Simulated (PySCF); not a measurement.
Compound: C2H10AlNO.
Atom-mapped SMILES: `[CH3:1][CH2:2][O:3][AlH2-:4][NH3+:5]` (hydrogens: H6, H7, H8 on C1; H9, H10 on C2; H11, H12 on Al4; H13, H14, H15 on N5)

Method: PBE0-D3(BJ)/def2-SVP geometry optimisation, gas phase in PySCF 2.14.0; density fitting, grid level 1; the optimiser is geomeTRIC in internal coordinates, started from a GFN2-xTB structure with every atom displaced at random (about 0.01 Å).

Step 9: E = -12357.0600 eV
```
atom  x, y, z in Å  |  force x, y, z in eV/Å
C1      2.1751   -0.2793   -0.7402   -0.012  -0.010  -0.003
C2      1.4495   -0.5738    0.5623    0.036   0.023   0.018
O3      0.0929   -0.3049    0.5126   -0.048   0.032  -0.079
Al4    -0.9202    1.0162   -0.0068    0.034  -0.048   0.053
N5     -2.6069   -0.1278    0.1620   -0.022   0.004   0.022
H6      2.0852    0.7857   -1.0113   -0.001   0.000  -0.002
H7      3.2473   -0.5179   -0.6625    0.017  -0.008   0.005
H8      1.7490   -0.8695   -1.5668   -0.006   0.008   0.001
H9      1.9400   -0.0015    1.3784   -0.008  -0.002   0.009
H10     1.5977   -1.6417    0.8184    0.004  -0.007   0.005
H11    -1.2164    2.1719    1.0664   -0.003   0.014   0.000
H12    -0.9353    1.3957   -1.5653    0.001  -0.005  -0.016
H13    -2.5776   -0.8895   -0.5169    0.002  -0.003  -0.015
H14    -2.6029   -0.5557    1.0897    0.006   0.003  -0.005
H15    -3.4894    0.3705    0.0437   -0.002   0.001   0.005
```

Step 10: E = -12357.0619 eV
```
atom  x, y, z in Å  |  force x, y, z in eV/Å
C1      2.1894   -0.2765   -0.7330   -0.040  -0.003  -0.016
C2      1.4416   -0.5748    0.5564    0.081   0.040   0.003
O3      0.0822   -0.3318    0.4718   -0.062   0.062  -0.067
Al4    -0.9234    1.0076   -0.0222    0.062  -0.107   0.077
N5     -2.6127   -0.1257    0.1718   -0.061   0.040   0.027
H6      2.1024    0.7890   -1.0035   -0.012  -0.005  -0.008
H7      3.2604   -0.5119   -0.6416    0.044  -0.016   0.024
H8      1.7771   -0.8668   -1.5668   -0.004   0.011   0.004
H9      1.9048    0.0140    1.3771   -0.016  -0.009   0.012
H10     1.6048   -1.6368    0.8251   -0.004  -0.022   0.004
H11    -1.1766    2.1650    1.0587   -0.009   0.021   0.007
H12    -0.9672    1.3868   -1.5780   -0.002   0.008  -0.041
H13    -2.6105   -0.8695   -0.5267    0.007  -0.018  -0.026
H14    -2.5933   -0.5772    1.0881    0.022   0.009  -0.006
H15    -3.4909    0.3869    0.0865   -0.005  -0.011   0.007
```

Step 11: E = -12357.0642 eV
```
atom  x, y, z in Å  |  force x, y, z in eV/Å
C1      2.2117   -0.2744   -0.7249   -0.042   0.007  -0.018
C2      1.4349   -0.5737    0.5473    0.089   0.033  -0.007
O3      0.0745   -0.3559    0.4203   -0.055   0.065  -0.043
Al4    -0.9295    0.9965   -0.0404    0.064  -0.115   0.069
N5     -2.6240   -0.1231    0.1843   -0.068   0.057   0.015
H6      2.1304    0.7914   -0.9972   -0.017  -0.008  -0.011
H7      3.2806   -0.5095   -0.6115    0.044  -0.014   0.030
H8      1.8161   -0.8646   -1.5667    0.000   0.006   0.006
H9      1.8650    0.0307    1.3749   -0.015  -0.011   0.010
H10     1.6092   -1.6302    0.8301   -0.009  -0.024   0.002
H11    -1.1357    2.1540    1.0506   -0.013   0.020   0.008
H12    -1.0102    1.3791   -1.5937   -0.006   0.014  -0.042
H13    -2.6549   -0.8451   -0.5360    0.005  -0.022  -0.024
H14    -2.5833   -0.6014    1.0861    0.029   0.010  -0.004
H15    -3.4966    0.4044    0.1404   -0.006  -0.018   0.008
```

**Question.** Estimate the geometry and energy of step 12. (The exact step hangs on the optimiser's Hessian estimate; all steps are aligned on step 11, rigid shifts and turns removed.)

**Answer.** E = -12357.0667 eV, largest force 0.077 eV/Å
```
atom  x, y, z in Å  |  force x, y, z in eV/Å
C1      2.2391   -0.2738   -0.7170   -0.024   0.010  -0.010
C2      1.4308   -0.5713    0.5354    0.051   0.013  -0.001
O3      0.0716   -0.3709    0.3660   -0.020   0.034  -0.015
Al4    -0.9379    0.9863   -0.0582    0.032  -0.063   0.029
N5     -2.6387   -0.1198    0.1975   -0.043   0.045  -0.007
H6      2.1650    0.7913   -0.9937   -0.015  -0.007  -0.008
H7      3.3051   -0.5106   -0.5756    0.021  -0.003   0.019
H8      1.8624   -0.8654   -1.5662    0.007  -0.004   0.004
H9      1.8277    0.0440    1.3713   -0.003  -0.009   0.004
H10     1.6083   -1.6241    0.8313   -0.012  -0.013  -0.003
H11    -1.1056    2.1417    1.0429   -0.011   0.010   0.004
H12    -1.0592    1.3758   -1.6091   -0.004   0.011  -0.020
H13    -2.7029   -0.8203   -0.5421    0.000  -0.014  -0.008
H14    -2.5719   -0.6232    1.0838    0.024   0.005   0.000
H15    -3.5057    0.4186    0.1974   -0.005  -0.014   0.010
```

The energy changes by -0.0025 eV. The first-order estimate −F·Δx gives -0.0025 eV and the mean of the old and new forces, exact on a quadratic surface, -0.0018 eV. The step makes an angle of 86° with the force vector and moves no atom by more than 0.059 Å.

The cost below is that of the whole optimisation. Hardware: Arm Neoverse V2, one thread, shared host with 96 logical CPUs at a one-minute load of 67. Cost: 99 s wall, 0.51 GiB resident at most.
